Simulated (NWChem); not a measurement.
Isomers of C$_{2}$H$_{4}$BNO, each optimised at B3LYP/6-31G* with NWChem, gas phase unless a solvent is named. Flexible species stand in one conformer each, which need not be the lowest. Pople sets run with spherical d functions. Relative energies count from the lowest isomer at each level and are electronic, without zero-point energy, on those geometries. Shieldings are non-relativistic GIAO values without spin-orbit effects.

A: OB1C=NC1
B: C#CB(N)O
C: CBN=C=O

| quantity | A | B | C |
|---|---|---|---|
| relative energy, PBE/def2-TZVP (kcal/mol) | 33.9 | 0.7 | 0.0 |
| highest harmonic frequency (cm⁻¹), B3LYP/6-31G* | 3748 | 3809 | 3133 |
| 11B shift against boron trifluoride, B3LYP/6-31G* (ppm) | 28.6 | 10.4 | 41.5 |
